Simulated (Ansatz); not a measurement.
C7H11GeN, SMILES `C[N]([GeH3])c1ccccc1`. The species carries charge 0 and has multiplicity 1. Correlated methods include outer-core shells of Ge, which these sets cover unevenly. Scalar relativity is left out up to krypton.

```xyz
20

C    -0.238   -0.712   -2.250
N     0.509   -0.154   -1.149
Ge    2.268    0.359   -1.396
C    -0.121   -0.019    0.073
C    -1.454   -0.409    0.264
C    -2.065   -0.264    1.499
C    -1.383    0.268    2.580
C    -0.062    0.657    2.403
C     0.559    0.518    1.177
H    -1.120   -0.107   -2.492
H    -0.580   -1.733   -2.035
H     0.390   -0.754   -3.139
H     2.436    1.862   -1.111
H     2.561    0.045   -2.869
H     3.198   -0.439   -0.467
H    -2.022   -0.829   -0.555
H    -3.098   -0.576    1.611
H    -1.868    0.378    3.542
H     0.497    1.077    3.232
H     1.592    0.835    1.081
```

Task: Give the diagnostics of a CCSD(T)/def2-TZVPP run (frozen core, the Gaussian-basis code of Ansatz). (An estimate is asked.)

Result: The calculation gave: T1 = 0.0117, largest single amplitude 0.026, largest double 0.072, (T) share of the correlation energy 4.7 %, 9 CCSD cycles. The RHF solution is unstable towards an unrestricted one. T1 lies under the customary mark of 0.02 for closed shells.
